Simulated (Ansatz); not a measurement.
A ladder of methods for SnH3Cl (SMILES [H][Sn]([H])([H])[Cl])

SnH3Cl has 5 atoms, charge 0, and is taken as a singlet. SMILES: `[H][Sn]([H])([H])[Cl]`. The shape comes from GFN2-xTB, which is rough for such elements, and wasn't checked as a minimum.

```tsv
atom	x (Å)	y (Å)	z (Å)
Sn	0.0000	0.0009	-0.1426
Cl	0.0116	-0.0193	2.1380
H	1.5866	0.0109	-0.6751
H	-0.8030	1.3805	-0.6471
H	-0.7952	-1.3730	-0.6733
```

Each level gives the energy change with the Sn1–H5 bond stretched from 1.674 to 2.092 Å (eV). The values are calculated.

```csv
level,kind,program,value (eV),less FCI/STO-3G,CPU time (all runs)
SVWN5/STO-3G (restricted),LDA,Ansatz,1.12,+0.09,3 s
PBE/STO-3G (restricted),GGA,Ansatz,1.04,+0.01,4.4 s
revPBE/STO-3G (restricted),GGA,Ansatz,1.00,-0.03,4.5 s
B3LYP/STO-3G (restricted),global hybrid,Ansatz,1.14,+0.11,4.7 s
CAM-B3LYP/STO-3G (restricted),range-separated hybrid,Ansatz,1.23,+0.20,5.2 s
RPA@PBE/STO-3G (restricted),RPA,Ansatz,0.99,-0.04,6.5 s
MP2/STO-3G (restricted),perturbation theory,Ansatz,1.21,+0.18,1.4 s
CCSD(T)/STO-3G (restricted),coupled cluster or CI,Ansatz,1.03,0.00,1.5 s
CCSDT(Q)/STO-3G (restricted),coupled cluster or CI,Ansatz,1.03,0.00,2.2 s
FCI/STO-3G,exact in the basis,Ansatz,1.03,0.00,22 s
```

FCI/STO-3G is exact within its basis and frozen core, so for wave-function methods in that basis the difference is their error; functionals converge differently with the basis, so for them it is only a difference. All-electron rows without a relativistic Hamiltonian named are non-relativistic. The first shape isn't each level's own minimum. The values span 0.99 to 1.23 eV. All rows use very small basis sets, so none should be taken for the real molecule's value. In the correlated wave-function rows the outer d shell of Sn is correlated, in sets not made for it. In so small a basis fixed costs decide the times, and correlated methods can beat functionals. CPU times are rough (shared hosts, several kinds of processor and program).
